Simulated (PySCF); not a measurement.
## Trend along the fifth-period p block: MIn molecules

PBE0 with triple-zeta basis sets in PySCF, for the lowest determinant that a PBE0 search found; no spin–orbit coupling. De refers to high-spin ground-configuration atoms. A positive dipole means M(−)In(+).

| M | basis | state (unpaired electrons) | Re (Å) | ωe (cm⁻¹) | De (eV) | μ (D) |
| --- | --- | --- | --- | --- | --- | --- |
| In | def2-TZVPP | triplet (σ ↑, π ↑) | 3.040 | 113 | 1.27 | n/a |
| Sb | cc-pVTZ-PP | triplet (π ↑↑) | 2.945 | 145 | 1.70 | 1.88 |
| I | x2c-TZVPPall | singlet (closed shell) | 2.772 | 176 | 3.67 | 3.35 |

The shortest bond is that of InI (2.772 Å), the longest that of In2 (3.040 Å). InI is bound most strongly (3.67 eV) and In2 least (1.27 eV).

The rows differ in basis set, which adds steps of its own.

The state changes along the series, so neighbouring rows are not always alike in their bonding.

Spin–orbit coupling is left out, which matters for elements this heavy, above all for dissociation energies. States were picked by a PBE0 search and need not be the measured ground states.
